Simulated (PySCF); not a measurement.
C3H2BrF.

```xyz
7

C     -0.8173     2.7734     0.0000
C     -0.1385     1.6562     0.0000
C      0.5179     0.5271     0.0000
F      1.8385     0.4339     0.0000
Br    -0.3341    -1.1477     0.0000
H     -1.1130     3.2621    -0.9361
H     -1.1130     3.2621     0.9361
```
Charge 0, spin multiplicity 1.

The structure is a stationary point at PBE0-D3(BJ)/def2-SVP.

Method: B3LYP/pcSseg-1 (PySCF). Non-relativistic, no solvent.

**Question.** Give the absolute GIAO shielding of each atom: isotropic value and principal components (ppm). (An estimate is asked for; the answer gives what the named calculation found.)

**Answer.** 
```json
[
 {"atom": "C1", "σ(iso)": "80.4", "σ11": "-0.6", "σ22": "78.8", "σ33": "163.1", "span": "163.7"},
 {"atom": "C2", "σ(iso)": "-36.4", "σ11": "-54.3", "σ22": "-51.9", "σ33": "-3.2", "span": "51.1"},
 {"atom": "C3", "σ(iso)": "30.4", "σ11": "-17.4", "σ22": "48.0", "σ33": "60.6", "span": "78.0"},
 {"atom": "F4", "σ(iso)": "277.0", "σ11": "211.6", "σ22": "274.7", "σ33": "344.8", "span": "133.2"},
 {"atom": "Br5", "σ(iso)": "1908.2", "σ11": "1218.8", "σ22": "1759.5", "σ33": "2746.3", "span": "1527.5"},
 {"atom": "H6", "σ(iso)": "25.5", "σ11": "23.7", "σ22": "24.3", "σ33": "28.5", "span": "4.7"},
 {"atom": "H7", "σ(iso)": "25.5", "σ11": "23.7", "σ22": "24.3", "σ33": "28.5", "span": "4.7"}
]
```
